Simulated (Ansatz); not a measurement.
Mo3⁻. Charge -1, multiplicity 2. Geometry r2SCAN-D4/def2-TZVP, that of the neutral singlet; atoms count from 1.

```csv
atom,x (Å),y (Å),z (Å)
Mo1,-0.252,1.280,0.230
Mo2,-0.121,-0.373,-1.120
Mo3,0.373,-0.907,0.890
```

In the def2 sets Mo takes a core potential; there is no spin–orbit coupling. The charge -1 doublet is spin-contaminated (final ⟨S²⟩ up to 2.14, 0.75 for a pure state). The highest occupied level of the charge -1 doublet lies above zero (up to 0.32 eV). It is a level of β spin, whose loss leaves a triplet; that state wasn't run at this geometry and level. The electron is either unbound and held by the finite basis, or the level is raised by self-interaction error. The structure comes from a short search, and lower isomers may exist.

Q: Estimate the Mulliken populations from the PBE0/def2-TZVPD orbitals of Ansatz.

A: 
```tsv
atom	charge (e)	spin (α − β)	d electrons
Mo1	-0.27	0.50	4.84
Mo2	-0.49	-1.51	4.84
Mo3	-0.24	2.00	4.96
```
Mulliken values and Mayer orders depend strongly on the basis. With diffuse functions, as here, like atoms can get unlike values, and bond orders can come out too low or too high.

Q: Where does the spin sit?

A: Summed by element: Mo 1.00, of 1 unpaired in all. Largest on single atoms: Mo3 2.00, Mo2 -1.51, Mo1 0.50.

Q: And the Mayer bond orders between bonded heavy atoms (over 0.3)?

A: Mo1–Mo2 3.77 (2.14 Å); Mo1–Mo3 2.39 (2.37 Å); Mo2–Mo3 2.99 (2.14 Å).
